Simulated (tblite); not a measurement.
Species: C7H7O2 (charge -1).
Numbering: `[CH2:1]=[C:2]([CH3:3])[c:4]1[cH:5][cH:6][c:7]([O-:8])[o:9]1` (hydrogens: H10, H11 on C1; H12, H13, H14 on C3; H15 on C5; H16 on C6)
Bond orders are those of one Lewis drawing.

Computed with GFN2-xTB (tblite), gas phase: nudged elastic band of 9 images (0 to 8), spring 0.2 eV/Å², climbing image at the end, force threshold 0.05 eV/Å. The top image wasn't refined or checked by frequencies; at this threshold it can lie a kcal/mol or more above the true saddle point of the method.

The band describes a rotation about C4–C2 (substituted aromatic carbon, fully substituted alkene carbon), followed by the dihedral O9–C4–C2–C3, from the optimised start (0°) to a second optimised geometry at 180°.

Q: Give the energy profile along the converged band.

A: 
| image | dihedral (°) | E (eV) | C4–C2 (Å) | O9···C3 (Å) | largest true force (eV/Å) |
| --- | --- | --- | --- | --- | --- |
| 0 | 0 | 0.000 | 1.422 | 2.75 | 0.01 |
| 1 | 21 | 0.055 | 1.425 | 2.80 | 0.06 |
| 2 | 42 | 0.213 | 1.437 | 2.92 | 0.10 |
| 3 | 65 | 0.430 | 1.456 | 3.11 | 0.10 |
| 4 | 89 | 0.564 | 1.473 | 3.33 | 0.04 |
| 5 | 114 | 0.457 | 1.458 | 3.53 | 0.08 |
| 6 | 137 | 0.254 | 1.439 | 3.67 | 0.09 |
| 7 | 159 | 0.092 | 1.427 | 3.75 | 0.06 |
| 8 | 180 | 0.028 | 1.423 | 3.78 | 0.01 |

Barriers of this band. The top is image 4 at 89°: 0.564 eV forward and 0.536 eV back; the end lies 0.028 eV above the start. The central bond is 0.051 Å longer at the top than at the start.

Q: What rate follows at 250 K for crossing this barrier forward?

A: Taking the electronic barrier for the free energy of activation (no zero-point or entropy terms, transmission 1), rate = (kT/h)·exp(−ΔE/kT) ≈ 2 × 10^1 s⁻¹, whose inverse is 5 × 10^-2 s. An error of 1 kcal/mol in the barrier changes this by a factor of 7, and the method and the loose band can each miss by that much or more.

Q: How would the two end points share their population at 250 K, from these energies alone?

A: exp(−ΔE/kT) with ΔE = 0.028 eV gives 0.27 for the higher one (end) against 1 for the lower, without vibrational, rotational or degeneracy terms. GFN2-xTB can put conformers this close in the wrong order.

What follows is the cost of the whole band run. Hardware: one thread, AMD EPYC 7B13 (x86_64), shared host with 128 logical CPUs at a one-minute load of 10. Cost: 2.7 s of wall time, 0.18 GiB resident at most.
